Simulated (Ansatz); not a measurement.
Mulliken charges of `[NH3+][Au-][OH]` from r2SCAN/def2-TZVPP in Ansatz (PBE0-D4/def2-TZVP geometry).

| atom | x (Å) | y (Å) | z (Å) | charge (e) |
| --- | --- | --- | --- | --- |
| N1 | -1.149 | 0.653 | -0.224 | -0.280 |
| Au2 | 0.698 | -0.237 | 0.070 | 0.045 |
| O3 | 2.483 | -0.981 | 0.306 | -0.528 |
| H4 | -1.842 | -0.033 | -0.505 | 0.196 |
| H5 | -1.097 | 1.358 | -0.952 | 0.190 |
| H6 | -1.482 | 1.102 | 0.623 | 0.194 |
| H7 | 2.389 | -1.861 | 0.681 | 0.182 |

Task: By hand: the dipole of these point charges (1 e Å = 4.8032 D).

Result: Σ q r = (-1.380, 0.451, -0.131) e Å, of length 1.458 e Å = 7.00 D.

Task: How does the dipole of the full density compare? (An estimate is asked.)

Result: Ansatz gave: (-1.430, 0.430, -0.119) e Å, 7.20 D; the point charges give 0.97 times that, at 1° from its direction.

Point charges leave out the atoms' own dipoles, such as those of lone pairs, and Mulliken's split depends on the basis, so the close match here is no proof of good charges.
